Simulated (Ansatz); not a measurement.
F₃Sc, charge -1, doublet, geometry from GFN2-xTB (such geometries of metal compounds can be far from the true shape) (the multiplicity is a formal guess) (a gas-phase anion, which may not be bound at this level); BHLYP/STO-3G in Ansatz (a program for electronic structure).

The Ansatz input:
Ansatz 0.2 input:
```yaml
crystal:
  periodic: [false, false, false]
  atoms:
    - {symbol: Sc, position_ang: [-0.00000000, -0.00000000, 0.00000000]}
    - {symbol: F, position_ang: [-1.55788298, -0.96553266, 0.06591834]}
    - {symbol: F, position_ang: [-0.00103869, 1.69583093, -0.69839409]}
    - {symbol: F, position_ang: [1.55892167, -0.73029827, 0.63247575]}
basis:
  gaussian:
    orbitals: STO-3G
hamiltonian:
  xc: {name: BHLYP}
total_charge: -1
magnetization: {spin_polarized: true, initial_magnetization: 1}
```

Output, abridged:

```
Functional definition: BHLYP
449 factors; integrals over basis functions are off by at most 1.4e-4 eV
mean field evaluation 1: about -28525.8227 eV, gradient 7.6e0 eV
mean field evaluation 2: about -28526.2636 eV, gradient 4.9e0 eV
mean field evaluation 4: about -28526.4721 eV, gradient 2.7e-1 eV
mean field evaluation 8: about -28526.5011 eV, gradient 3.3e-3 eV
mean field -28526.50114270 eV, -1048.3295810374 hartree, gradient 2.4e-5 eV, S^2 0.753821; 0 other end points of the search recorded, 0 dependent functions left out
reference -28526.50130180 eV, -1048.3295868841 hartree; 25, 24 occupied and 8, 9 virtual orbitals, 449 factors
Total energy: -28526.50130180 eV, -1048.3295868841 hartree
```
